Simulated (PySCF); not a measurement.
Excitation energy of N²⁺ by level of theory

N²⁺ [He] 2s2 2p1 (2P) → N²⁺ [He] 2s2 3d1 (2D), as a difference of total energies. Calculation: PySCF 2.14, in aug-cc-pVQZ-DK (6s5p4d3f2g, 80 functions); the spin-free X2C one-electron Hamiltonian (Gaussian nucleus). Correlated levels: valence: 1s2 frozen. The calculations carry no spin-orbit coupling.

```csv
method,excitation energy (cm⁻¹)
UHF,268360
MP2 (valence),263760
SCS-MP2 (valence),262950
CCSD (valence),266690
CCSD(T) (valence),266660
```

A first-order spin-orbit estimate (lowest level to lowest level, LS coupling) adds 0.014 eV.

The promoted electron is Rydberg-like, and one or two diffuse shells describe it only roughly, which tends to raise the upper state.

The coupled-cluster amplitudes are large for the upper state (T1 above 0.03 or a double amplitude above 0.15), so a single reference is strained.
